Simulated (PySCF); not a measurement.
r2SCANh on Ga⁻ (gallium, charge -1), [Ar] 3d10 4s2 4p2, high-spin 3P determinant. All numbers are calculated (PySCF 2.14, a scalar-relativistic core potential, in aug-cc-pwCVTZ-PP with ECP10MDF (8s7p6d4f1g, 96 functions)).

```
cycle= 1 E= -259.356592049986  delta_E= -0.0143  |g|= 0.111  |ddm|= 0.484
cycle= 2 E= -259.355107375723  delta_E= 0.00148  |g|= 0.176  |ddm|= 0.218
cycle= 3 E= -259.35827129351  delta_E= -0.00316  |g|= 0.00466  |ddm|= 0.0941
cycle= 4 E= -259.358286633567  delta_E= -1.53e-05  |g|= 0.00535  |ddm|= 0.0366
cycle= 5 E= -259.358313235544  delta_E= -2.66e-05  |g|= 0.000782  |ddm|= 0.0189
cycle= 6 E= -259.358313482304  delta_E= -2.47e-07  |g|= 6.58e-05  |ddm|= 0.00329
cycle= 7 E= -259.358313485601  delta_E= -3.3e-09  |g|= 8.13e-06  |ddm|= 0.000537
cycle= 8 E= -259.358313485746  delta_E= -1.45e-10  |g|= 1.83e-06  |ddm|= 0.000101
converged SCF energy = -259.358313485746  <S^2> = 2.0051315  2S+1 = 3.003419
```

Highest occupied orbital energy: 1.050 eV; ⟨L²⟩ = 2.01; populations by l: s 4.00, p 8.00, d 10.00, f 0.00.

Question: Can this result be used?

Answer: With care. The run converged. Energies and moments cover only the electrons outside the core potential. At r2SCANh the highest occupied level has a positive energy, so only the finite basis holds that electron; in a semilocal or global hybrid functional this comes from self-interaction and does not mean that the real anion is unbound.
